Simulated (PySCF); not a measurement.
CH₂FNOSi.

```xyz
7

Si    -0.4810    -1.1670     0.0000
F      0.9578    -1.9132     0.0000
N     -0.2201     0.5238     0.0000
C      0.0195     1.7005     0.0000
O      0.2424     2.8480     0.0000
H     -1.2009    -1.5488    -1.2351
H     -1.2009    -1.5488     1.2351
```

Geometry optimised at B3LYP-D3(BJ)/def2-SVP. The values are those of a single conformer.

Method: B3LYP/pcSseg-1 run with PySCF. Non-relativistic, no solvent.

Computed absolute GIAO shielding of each atom: isotropic value and principal components (ppm):
```tsv
atom	σ(iso)	σ11	σ22	σ33	span
Si1	387.4	345.4	398.2	418.5	73.1
F2	346.6	273.6	363.8	402.5	128.9
N3	213.5	136.9	175.3	328.3	191.4
C4	53.6	-57.0	-53.9	271.8	328.7
O5	182.9	88.6	93.2	367.0	278.4
H6	26.5	23.2	24.6	31.7	8.6
H7	26.5	23.2	24.6	31.7	8.6
```
